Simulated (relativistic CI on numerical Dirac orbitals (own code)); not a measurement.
## Mn2+ in a cubic cluster: L2,3 absorption with charge transfer

Computed with a charge-transfer multiplet model of a cubic metal-ligand cluster with up to 2 ligand holes, Slater and spin-orbit integrals from Dirac-Coulomb-Breit ions, Slater integrals scaled by 0.9. The ground state mixes d5 with configurations of k ligand holes L, whose averages lie at kΔ + k(k − 1)U_dd/2; a core hole lowers each added d electron by U_cd. 300 K, Lorentzian 0.4 eV and Gaussian 0.3 eV FWHM.

Atomic integrals in eV (Slater integrals scaled, ζ unscaled), ground: F2dd 9.229, F4dd 5.732, zeta_d 0.037; with the core hole: F2dd 9.982, F4dd 6.207, zeta_d 0.052, zeta_core 6.792, F2cd 5.719, G1cd 4.215, G3cd 2.393.

Cluster parameters (eV): Δ = 6, U_dd = 5.9, 10Dq = 0.9, 10Dq(ligand) = 1, V(eg) = 2.65, V(t2g) = -1.36, final-state hopping factor = 1.

```
         Case   n_d    d5   d6L  d7L2     S
U_cd = 6.4 eV  5.20  0.81  0.18  0.01  2.50
U_cd = 7.6 eV  5.20  0.81  0.18  0.01  2.50
U_cd = 8.2 eV  5.20  0.81  0.18  0.01  2.50
```

Weights, n_d and S are thermal averages at 300 K. Photon energies count from the first peak over 30 % of the highest in each spectrum, which can be another peak from case to case. The parameters are a model scan and need not match a compound or its usual spin state. Peaks in eV (height, largest 100):
- U_cd = 6.4 eV: 0.0 (32), 1.5 (100), 2.9 (30), 4.9 (10), 11.1 (14), 13.0 (16), 13.9 (14)
- U_cd = 7.6 eV: 0.0 (33), 1.6 (100), 2.8 (29), 4.8 (10), 11.1 (14), 12.9 (18)
- U_cd = 8.2 eV: 0.0 (34), 1.6 (100), 2.7 (28), 4.7 (9), 11.1 (13), 12.9 (18)

Curve for U_cd = 6.4 eV (points under 2 left out, the grid thinned):

(E (eV), Intensity): (-1.4, 2.3), (-1.0, 4.6), (-0.7, 10.0), (-0.3, 22.1), (0.0, 32.1), (0.4, 19.0), (0.7, 17.5), (1.1, 35.6), (1.4, 88.0), (1.8, 78.3), (2.1, 56.6), (2.5, 30.6), (2.8, 29.2), (3.2, 20.6), (3.5, 13.8), (3.9, 10.2), (4.2, 9.2), (4.6, 9.3), (4.9, 10.1), (5.3, 8.0), (5.6, 7.4), (6.0, 5.2), (6.4, 3.1), (6.7, 2.9), (7.1, 4.0), (7.4, 3.4), (7.8, 2.1), (9.4, 2.3), (9.8, 3.3), (10.1, 4.1), (10.5, 6.8), (10.8, 11.2), (11.2, 13.5), (11.5, 10.9), (11.9, 9.1), (12.2, 10.4), (12.6, 14.6), (12.9, 15.9), (13.3, 15.1), (13.6, 14.1), (14.0, 14.1), (14.3, 10.0), (14.7, 5.4), (15.0, 3.6), (15.4, 2.0)

For the case U_cd = 7.6 eV, Δ = 6 eV is larger than U_dd = 5.9 eV, the Mott-Hubbard side of the Zaanen-Sawatzky-Allen scheme. With the core hole the configuration with one ligand hole lies at Δ + U_dd − U_cd = 5.5, 4.3, 3.7 eV from the one without, in the order of the table; where this is negative the screened configuration lies lower, though the effective hopping of about 4.3 eV (from the holes of the mixed ground state) mixes the two strongly wherever it is as large as the gap.
